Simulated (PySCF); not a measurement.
Propyl butanoate, C₇H₁₄O₂.
SMILES with atom numbers: `[CH3:1][CH2:2][CH2:3][O:4][C:5](=[O:6])[CH2:7][CH2:8][CH3:9]` (hydrogens: H10, H11, H12 on C1; H13, H14 on C2; H15, H16 on C3; H17, H18 on C7; H19, H20 on C8; H21, H22, H23 on C9)

A linear-response calculation (PySCF, def2-SVPD basis, gas phase, vertical, core orbitals frozen in the response) gave these numbers; the functional is withheld.

Orbital energies (eV): HOMO-3 -9.24, HOMO-2 -9.15, HOMO-1 -8.37, HOMO -7.71, LUMO -0.06, LUMO+1 0.43, LUMO+2 0.65.

```csv
state,E (eV),f,"main configurations (H = HOMO, L = LUMO)"
S1,5.87,0.0008,H→L (93%)
S2,7.27,0.014,H→L+1 (89%)
S3,7.57,0.100,"H-1→L (83%), H→L+2 (9%)"
S4,7.72,0.0014,H→L+2 (86%)
S5,7.96,0.010,H-1→L+1 (89%)
S6,8.01,0.0037,"H→L+4 (47%), H→L+3 (36%)"
```

Triplets (Tamm–Dancoff): T1 5.37 eV, H→L (92%); T2 6.07 eV, H-1→L (77%); T3 7.18 eV, H→L+1 (87%); T4 7.63 eV, H-4→L (30%), H-5→L (14%), H→L+2 (14%).

Vertical ionisation energy by ΔSCF with the same functional: 9.97 eV. Mean static polarisability: 94.2 au.

Question: Name the functional.
A. B3LYP
B. HF
C. CAM-B3LYP
D. PBE

Answer: A. B3LYP is a global hybrid with 20% exact exchange. In this run −ε(HOMO) = 7.71 eV differs from the ΔSCF value by -2.25 eV, and S1 differs from the orbital gap of 7.66 eV by -1.79 eV. The ratio −ε(HOMO)/IP is 0.77. Usual ranges for neutral molecules in this basis: 0.67 to 0.83 with B3LYP, 0.5 to 0.7 with PBE, 0.85 to 0.93 with CAM-B3LYP; with Hartree–Fock the ratio is 1 or more (Koopmans' value less the relaxation energy is the ΔSCF value). The other options: PBE, a GGA without exact exchange; HF, time-dependent Hartree–Fock, 100% exact exchange; CAM-B3LYP, range-separated, 19% exact exchange at short range and 65% at long range (ω = 0.33 bohr⁻¹).

The calculation used TDDFT B3LYP/def2-SVPD, vertical, gas phase, core orbitals frozen in the response (PySCF 2.14.0, density-fitted response routines). The structure is a single PBE0-D3(BJ)/def2-SVP conformer in the gas phase; no vibrational or solvent corrections.
